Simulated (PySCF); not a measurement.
Hf⁷¹⁺: ionisation energy

Hf⁷¹⁺ 1s1 [1s1/2^1, M_J = 1/2] → Hf⁷²⁺ (bare nucleus), as a difference of total energies. All numbers are calculated (PySCF 2.14, the two-component X2C-1e Hamiltonian, in an even-tempered Gaussian basis (15 s from 240 bohr⁻², ratio 2.4; 11 p from 310 bohr⁻², ratio 2.4; 3 d from 930 bohr⁻², ratio 2.6; 3 f from 1400 bohr⁻², ratio 2.6)). "Screened" scales the spin-orbit matrix elements by Boettger's factors to mimic the two-electron term; Breit and QED terms are absent.

```json
{"method": "GHF (screened spin-orbit)", "ionisation energy (eV)": "76192.2"}
{"method": "GHF (bare spin-orbit)", "ionisation energy (eV)": "76192.2"}
```

For one electron Hartree-Fock is exact for this Hamiltonian up to the basis; QED and nuclear recoil make up the gap, and the density functionals add self-interaction.

For comparison: 76077.7 ± 0.11 eV (theoretical estimate listed by NIST; NIST Atomic Spectra Database, ionization energies).
